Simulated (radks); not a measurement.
Values are calculated unless marked as measured or tabulated.
Question: Ionisation of Cd, [Kr] 4d10 5s2, to Cd+, [Kr] 4d10 5s1, under several functionals. Scalar-relativistic Kohn-Sham, spin-polarised, spherical densities, point nucleus; open shells are filled with parallel spins first (spin-orbit coupling, left out, can overturn this in heavy ions); a radial shooting solver on a logarithmic mesh with Libxc functionals. Known Delta-SCF values: SOGGA 8.908 eV; RPBE 8.910 eV; revPBE 8.905 eV. What does HCTH/407 give, and what is its highest occupied eigenvalue?

Answer: 9.178 eV by Delta-SCF; the 5s eigenvalue is -5.657 eV. NIST: 8.994 eV (measured).
